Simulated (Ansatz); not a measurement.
Isolated molecules relaxed with PBE0-D4/def2-TZVP in Ansatz; ΔE leaves out vibrations. CCSD(T)/CBS adds triple-zeta CCSD(T) − MP2 to the extrapolated MP2 energy (def2 sets, frozen cores). This one scheme is used for every species. Functionals use def2-TZVPP. One conformer a species, not always the lowest.

Reaction (formal exchange of groups at a C–O bond): `CC(O)Cl` + `FBF` → `CC(Cl)B(F)F` + H₂O

CCSD(T)/CBS gives -60.3 kJ/mol.

**Question.** Another level gave -42.1 kJ/mol. Which?
A. BLYP/def2-TZVPP
B. revPBE/def2-TZVPP
C. CCSD/def2-TZVPP
D. revPBE-D4/def2-TZVPP

**Answer.** A. BLYP -42.1, revPBE-D4 -52.3, CCSD/def2-TZVPP -57.0, revPBE -47.3 kJ/mol.

Largest T1 diagnostic among the species: 0.013.

Leaving LDA and LC-ωPBE aside and taking each functional with its dispersion term where it has one, the values, not all of them listed here, spread over 8.3 kJ/mol, from PBE-QIDH to BLYP-D4. At CCSD(T), def2-SVP lies +15.7 kJ/mol from the extrapolated value and def2-TZVPP +3.5 kJ/mol.
